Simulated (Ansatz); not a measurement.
Consider the atomization: `C#C[Si](F)(F)C#C` → 4 C• + 2 F• + 2 H• + Si•.

Program: Ansatz. Geometries: PBE0-D4/def2-TZVP. ΔE: electronic, gas phase. CCSD(T)/CBS adds triple-zeta CCSD(T) − MP2 to the extrapolated MP2 energy (def2 sets, frozen cores). This one scheme is used for every species, atoms too. DFT in def2-TZVPP. HSE06 is defined as in plane-wave codes. No spin–orbit coupling; open shells (•) take unrestricted orbitals. Spin–orbit coupling would lower the free atoms: a little for C, F, Si.

`C#C[Si](F)(F)C#C`:

```xyz
9

C    -1.824   -0.741    1.703
C    -1.165   -0.085    0.938
Si   -0.157    0.868   -0.214
F     0.425    2.134    0.526
F    -1.065    1.392   -1.393
C     1.200   -0.106   -0.890
C     2.099   -0.776   -1.330
H    -2.410   -1.319    2.382
H     2.897   -1.367   -1.721
```

```
          level  ΔE (eV)
      r2SCAN-D4    45.35
         B97M-V    45.28
     r2SCANh-D4    44.88
       HSE06-D4    45.31
            PBE    46.37
           BLYP    44.89
  CCSD/def2-SVP    41.79
CCSD/def2-TZVPP    43.03
```

Problem. What does CCSD(T)/CBS give? (An estimate is asked.)

Solution. Ansatz gave: +45.31 eV. The listed levels differ from it by 0.04, -0.03, -0.43, 0.00, 1.06, -0.42, -3.52, -2.28 eV.

Problem. What do rigid-rotor, harmonic-oscillator terms from PBE0-D4/def2-TZVP frequencies (298.15 K, 1 bar) make of the CCSD(T)/CBS value? (An estimate is asked.)

Solution. Computed: ΔZPE = -1.23 eV, ΔH = +44.42 eV, ΔS = 990 J/(mol·K), ΔG = +41.36 eV. Open shells count their whole term as degenerate.

Largest T1 diagnostic among the species: 0.013.

From PBE to PBE0 (25 % exact exchange), in def2-TZVPP and without D4, ΔE moves by −1.29 eV: exact exchange takes away binding that semilocal exchange gives to molecules. Leaving LDA and LC-ωPBE aside and taking each functional with its dispersion term where it has one, the values, not all of them listed here, spread over 3.36 eV, from BHLYP-D4 to PBE-D4. LDA lies +5.72 eV from PBE without D4, its usual overbinding. In def2-TZVPP, CCSD(T) changes the Hartree–Fock value by +11.02 eV (the triples alone add +0.96 eV) and MP2 by +13.01 eV; breaking electron pairs costs correlation energy, which Hartree–Fock lacks.

For atomizations the MP2-based limit and the directly extrapolated one differ by several kJ/mol either way, and by 10 to 25 for some Ge, Se and Sn compounds, so smaller differences from it don't rank the levels.
